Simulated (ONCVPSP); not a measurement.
# Ru (Z = 44): variants of one ONCV potential

Base potential:

```json
{
  "Element": "ruthenium",
  "Generator": "ONCVPSP 4.0.1",
  "Type": "optimised norm-conserving Vanderbilt (ONCV)",
  "Functional": "PBE",
  "Relativity": "fully relativistic",
  "Frozen core": "[Ar] 3d10",
  "Valence charge": "16",
  "Reference configuration": "4s2 4p6 4d6 5s2",
  "Partial waves": "4s+5s: rc 2.00 bohr, ncon 3, nbas 6, qcut 7.6 1/bohr, 2 projectors; 4p: rc 1.25 bohr, ncon 4, nbas 8, qcut 6.9 1/bohr, 2 projectors, debl 2 Ha; 4d: rc 1.55 bohr, ncon 4, nbas 7, qcut 5.2 1/bohr, 2 projectors, debl 2.4 Ha",
  "Local potential": "polynomial inside 1.25 bohr (lpopt 5, dvloc0 6 Ha)",
  "Core correction": "Teter function, fcfact 4.5, rcfact 1.7"
}
```

Open shells are filled in proportion to 2j + 1.

All-electron outer shells of the reference configuration (PBE, scalar-relativistic, ld1.x):

| shell | level (eV) | outermost node (bohr) | outermost maximum (bohr) |
| --- | --- | --- | --- |
| 3d | -276.73 | – | 0.30 |
| 4s | -79.70 | 0.48 | 0.91 |
| 4p | -49.60 | 0.49 | 0.98 |
| 4d | -7.67 | 0.48 | 1.20 |
| 5s | -5.19 | 1.23 | 2.63 |

Cutoffs, loose and tight: the cutoffs (Ha) at which the residual kinetic energy of the hardest occupied pseudo-wave falls to 1 and 0.1 mHa per electron. They do not see the model core or the augmentation charge, which bear on the density cutoff. Test errors are all-electron minus pseudo excitation energies from the reference, over the configurations 4s2 4p6 4d7 5s1; 4s2 4p6 4d7 5s0; 4s2 4p6 4d6 5s0; 4s2 4p6 4d6 5s1 5p1. A dash means not determined; rows that change the core or the reference have their own tests.

| change | outcome | cutoff, loose | cutoff, tight | bound ghosts | GHOST(+) flags above zero | largest test error (meV) |
| --- | --- | --- | --- | --- | --- | --- |
| base | generated | 63 Ha | 125 Ha | none | none | -13 |
| local potential polynomial inside 1.25 bohr (lpopt 5, dvloc0 0 Ha) | generated | 63 Ha | 125 Ha | none | s | -13 |
| d: nbas 9 | generated | 112 Ha | 132 Ha | none | none | -11 |
| functional Wu-Cohen | generated | 63 Ha | 125 Ha | none | none | -13 |
